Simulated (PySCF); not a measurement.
TiO2, SMILES [O]=[Ti]=[O], multiplicity 1. The structure is a stationary point at ωB97X-D3(BJ)/def2-TZVP. The multiplicity is an assumed one; other spin states were not compared. The isomer is the one that the SMILES or the coordinates give; other isomers of the formula were not compared.

Computed equilibrium geometry at ωB97X-D3(BJ)/def2-TZVP (PySCF confirms it by a frequency run) as Cartesian coordinates in Å, and its point group:
point group C2v.
```xyz
3

Ti     0.0000     0.0000     0.3788
O      0.0000    -1.3553    -0.5208
O      0.0000     1.3553    -0.5208
```
